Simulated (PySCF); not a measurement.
A structure optimised at PBE0-D3(BJ)/def2-SVP, used in a PySCF frequency run:

```xyz
9

Si    -0.4923     0.3461     0.0000
O     -1.0985    -0.3285     1.3917
O     -1.0985    -0.3285    -1.3917
P      1.6802    -0.1918     0.0000
H     -0.8183     1.8096     0.0000
H     -1.9409     0.0009     1.7166
H     -1.9409     0.0009    -1.7166
H      1.9829     0.7388     1.0418
H      1.9829     0.7388    -1.0418
```
Charge 0, spin multiplicity 1.

Problem. Write its SMILES, formula and point group.

Solution. O[SiH](O)P, H5O2PSi, Cs

Problem. What are its rotational constants (standard atomic weights)?

Solution. 6.1393, 3.1344, 2.3064 GHz
